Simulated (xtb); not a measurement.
xtb job for Te(Cl)(OSiH3) (ClH3OSiTe), SMILES [SiH3]O[Te]Cl, GFN2-xTB. 

```
$ xtb mol.xyz --gfn 2 --sp --chrg 0 --uhf 0 --json
$ cat mol.xyz
7

Te     0.30824198     0.09557217     0.79371374
Cl     1.14840918     1.46147049    -0.87102637
O     -0.45270386    -1.23890055    -0.42760943
Si    -1.82026731    -1.16954113    -1.31617547
H     -2.97081072    -0.99496529    -0.42928469
H     -1.72227274    -2.48293235    -1.93303706
H     -1.75308255    -0.05207314    -2.25601205
```

Output:

```
[banner left out]
          |                Calculation Setup                |
           -------------------------------------------------



molecular fragmentation (1/2 indicates fragments):
1111112
# atoms in fragment 1/2:     6     1
 fragment masses (1/2) :      209.16        1.01
CMA distance (Bohr)    :   5.668
constraining FC (au)   :  0.0500

           -------------------------------------------------
          |                 G F N 2 - x T B                 |
           -------------------------------------------------

        Reference                      10.1021/acs.jctc.8b01176
      * Hamiltonian:
        H0-scaling (s, p, d)           1.850000    2.230000    2.230000
        zeta-weighting                 0.500000
      * Dispersion:
        s8                             2.700000
        a1                             0.520000
        a2                             5.000000
        s9                             5.000000
      * Repulsion:
        kExp                           1.500000    1.000000
        rExp                           1.000000
      * Coulomb:
        alpha                          2.000000
        third order                    shell-resolved
        anisotropic                    true
        a3                             3.000000
        a5                             4.000000
        cn-shift                       1.200000
        cn-exp                         4.000000
        max-rad                        5.000000


          ...................................................
          :                      SETUP                      :
          :.................................................:
          :  # basis functions                  37          :
          :  # atomic orbitals                  34          :
          :  # shells                           14          :
          :  # electrons                        26          :
          :  max. iterations                   250          :
          :  Hamiltonian                  GFN2-xTB          :
          :  restarted?                      false          :
          :  GBSA solvation                  false          :
          :  PC potential                    false          :
          :  electronic temp.          300.0000000     K    :
          :  accuracy                    1.0000000          :
          :  -> integral cutoff          0.2500000E+02      :
          :  -> integral neglect         0.1000000E-07      :
          :  -> SCF convergence          0.1000000E-05 Eh   :
          :  -> wf. convergence          0.1000000E-03 e    :
          :  Broyden damping             0.4000000          :
          :  net charge                          0          :
          :  unpaired electrons                  0          :
          ...................................................

 iter      E             dE          RMSdq      gap      omega  full diag
   1    -14.9918715 -0.149919E+02  0.112E+01    2.99       0.0  T
   2    -15.0312213 -0.393497E-01  0.109E+01    2.61       1.0  T
   3    -15.0915669 -0.603456E-01  0.588E+00    2.98       1.0  T
   4    -15.0953229 -0.375596E-02  0.185E+00    3.02       1.0  T
   5    -15.0947576  0.565252E-03  0.111E+00    3.05       1.0  T
   6    -15.0956455 -0.887928E-03  0.312E-01    3.03       1.0  T
   7    -15.0957095 -0.639210E-04  0.363E-01    3.04       1.0  T
   8    -15.0958461 -0.136621E-03  0.950E-02    3.03       1.0  T
   9    -15.0958597 -0.136563E-04  0.741E-02    3.03       1.0  T
  10    -15.0958734 -0.136935E-04  0.357E-02    3.03       1.1  T
  11    -15.0958729  0.524018E-06  0.322E-02    3.03       1.2  T
  12    -15.0958740 -0.112876E-05  0.678E-03    3.03       5.6  T
  13    -15.0958741 -0.663891E-08  0.391E-03    3.03       9.7  T
  14    -15.0958741 -0.277987E-07  0.185E-03    3.03      20.4  T
  15    -15.0958741 -0.862076E-08  0.429E-04    3.03      88.0  T
  16    -15.0958741  0.107217E-09  0.283E-04    3.03     133.4  T

   *** convergence criteria satisfied after 16 iterations ***

         #    Occupation            Energy/Eh            Energy/eV
      -------------------------------------------------------------
         1        2.0000           -1.0714693             -29.1562
       ...           ...                  ...                  ...
         7        2.0000           -0.4997190             -13.5980
         8        2.0000           -0.4770991             -12.9825
         9        2.0000           -0.4632699             -12.6062
        10        2.0000           -0.4549124             -12.3788
        11        2.0000           -0.4305467             -11.7158
        12        2.0000           -0.4288288             -11.6690
        13        2.0000           -0.3825777             -10.4105 (HOMO)
        14                         -0.2713723              -7.3844 (LUMO)
        15                         -0.2459530              -6.6927
        16                         -0.1826518              -4.9702
        17                         -0.1722692              -4.6877
        18                         -0.1635522              -4.4505
       ...                                ...                  ...
        34                          0.8828970              24.0249
      -------------------------------------------------------------
                  HL-Gap            0.1112054 Eh            3.0261 eV
             Fermi-level           -0.3269750 Eh           -8.8974 eV

 SCC (total)                   0 d,  0 h,  0 min,  0.011 sec
 SCC setup                      ...        0 min,  0.000 sec (  3.461%)
 Dispersion                     ...        0 min,  0.000 sec (  0.252%)
 classical contributions        ...        0 min,  0.000 sec (  0.129%)
 integral evaluation            ...        0 min,  0.001 sec ( 10.156%)
 iterations                     ...        0 min,  0.006 sec ( 57.588%)
 molecular gradient             ...        0 min,  0.003 sec ( 27.125%)
 printout                       ...        0 min,  0.000 sec (  1.169%)

         :::::::::::::::::::::::::::::::::::::::::::::::::::::
         ::                     SUMMARY                     ::
         :::::::::::::::::::::::::::::::::::::::::::::::::::::
         :: total energy             -15.050488503551 Eh    ::
         :: gradient norm              0.000230818949 Eh/a0 ::
         :: HOMO-LUMO gap              3.026052723907 eV    ::
         ::.................................................::
         :: SCC energy               -15.095871730390 Eh    ::
         :: -> isotropic ES            0.042830113198 Eh    ::
         :: -> anisotropic ES         -0.004236183846 Eh    ::
         :: -> anisotropic XC         -0.007949163880 Eh    ::
         :: -> dispersion             -0.005943090853 Eh    ::
         :: repulsion energy           0.045383226839 Eh    ::
         :: add. restraining           0.000000000000 Eh    ::
         :: total charge              -0.000000000000 e     ::
         :::::::::::::::::::::::::::::::::::::::::::::::::::::

           -------------------------------------------------
          |                Property Printout                |
           -------------------------------------------------

    * Orbital Energies and Occupations

         #    Occupation            Energy/Eh            Energy/eV
      -------------------------------------------------------------
         1        2.0000           -1.0714693             -29.1562
         2        2.0000           -0.8644707             -23.5234
         3        2.0000           -0.7643132             -20.7980
         4        2.0000           -0.6388278             -17.3834
         5        2.0000           -0.5258436             -14.3089
         6        2.0000           -0.5121012             -13.9350
         7        2.0000           -0.4997190             -13.5980
         8        2.0000           -0.4770991             -12.9825
         9        2.0000           -0.4632699             -12.6062
        10        2.0000           -0.4549124             -12.3788
        11        2.0000           -0.4305467             -11.7158
        12        2.0000           -0.4288288             -11.6690
        13        2.0000           -0.3825777             -10.4105 (HOMO)
        14                         -0.2713723              -7.3844 (LUMO)
        15                         -0.2459530              -6.6927
        16                         -0.1826518              -4.9702
        17                         -0.1722692              -4.6877
        18                         -0.1635522              -4.4505
        19                         -0.0528720              -1.4387
        20                         -0.0246799              -0.6716
        21                         -0.0092822              -0.2526
        22                          0.0006264               0.0170
        23                          0.0008049               0.0219
        24                          0.0017897               0.0487
       ...                                ...                  ...
        34                          0.8828970              24.0249
      -------------------------------------------------------------
                  HL-Gap            0.1112054 Eh            3.0261 eV
             Fermi-level           -0.3269750 Eh           -8.8974 eV

     #   Z          covCN         q      C6AA      α(0)
     1  52 Te       1.814     0.209   405.205    37.207
     2  17 Cl       0.825    -0.060   100.942    15.370
     3   8 O        1.556    -0.435    21.597     6.270
     4  14 Si       3.731     0.528    96.365    18.792
     5   1 H        0.918    -0.087     5.135     3.544
     6   1 H        0.921    -0.074     4.727     3.400
     7   1 H        0.919    -0.081     4.946     3.478

 Mol. C6AA /au·bohr⁶  :       2598.357038
 Mol. C8AA /au·bohr⁸  :     154277.562549
 Mol. α(0) /au        :         88.062398


Wiberg/Mayer (AO) data.
largest (>0.10) Wiberg bond orders for each atom

 ---------------------------------------------------------------------------
     #   Z sym  total        # sym  WBO       # sym  WBO       # sym  WBO
 ---------------------------------------------------------------------------
     1  52 Te   2.449 --     2 Cl   1.322     3 O    1.105
     2  17 Cl   1.384 --     1 Te   1.322
     3   8 O    2.275 --     1 Te   1.105     4 Si   1.037
     4  14 Si   3.743 --     3 O    1.037     7 H    0.900     5 H    0.899
                             6 H    0.886
     5   1 H    0.992 --     4 Si   0.899
     6   1 H    0.995 --     4 Si   0.886
     7   1 H    0.993 --     4 Si   0.900
 ---------------------------------------------------------------------------

Topologies differ in total number of bonds
Writing topology from bond orders to xtbtopo.mol

molecular dipole:
                 x           y           z       tot (Debye)
 q only:       -0.453       0.241       0.137
   full:       -0.483       0.041       0.573       1.908
molecular quadrupole (traceless):
                xx          xy          yy          xz          yz          zz
 q only:        2.003       1.095      -3.221       3.286       1.464       1.218
  q+dip:        0.438      -1.880      -2.807       0.465       0.645       2.369
   full:        0.219       0.919      -3.648       2.893       2.182       3.429


           -------------------------------------------------
          | TOTAL ENERGY              -15.050488503551 Eh   |
          | GRADIENT NORM               0.000230818949 Eh/α |
          | HOMO-LUMO GAP               3.026052723907 eV   |
           -------------------------------------------------

------------------------------------------------------------------------
------------------------------------------------------------------------
Note: The following floating-point exceptions are signalling: IEEE_UNDERFLOW_FLAG IEEE_DENORMAL
normal termination of xtb
 total:
 SCF:
```

The run converged.

Cost: very roughly 0.05 core-seconds.
